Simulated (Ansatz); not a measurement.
`N[SiH2]B(F)F` + `N[SiH](F)S` → `N[SiH2]S[SiH](N)F` + `FBF`  (cleavage of the Si–B bond)

Computed with Ansatz on PBE0-D4/def2-TZVP structures; ΔE is electronic, products minus reactants. CCSD(T)/CBS adds triple-zeta CCSD(T) − MP2 to the extrapolated MP2 energy (def2 sets, frozen cores). This one scheme is used for every species. DFT in def2-TZVPP. Each species was taken in one conformer, which may not be the lowest.

Is it downhill or uphill in electronic energy at CCSD(T)/CBS, and by how much? (Best estimate.)

Ansatz gave: Downhill: ΔE = -1.12 eV.

What do these levels give: PBE0-D4, PBE, r2SCAN, HF/def2-TZVPP, CCSD/def2-TZVPP, MP2/def2-QZVPP? (Estimate.)

The calculation gave: PBE0-D4 -1.09, PBE -0.94, r2SCAN -1.09, HF/def2-TZVPP -1.04, CCSD/def2-TZVPP -1.06, MP2/def2-QZVPP -1.24 eV.

Largest T1 diagnostic among the species: 0.013.

In def2-TZVPP, CCSD(T) changes the Hartree–Fock value by −0.05 eV (the triples alone add −0.03 eV) and MP2 by −0.19 eV. The D4 term adds −0.16 eV with B3LYP and −0.09 eV with PBE0; it sums over pairs of atoms, weighted by their polarisabilities, and B3LYP, whose exchange is more repulsive, gets the larger term.

B3LYP here is the variant with VWN-RPA as its local correlation; programs differ in this.
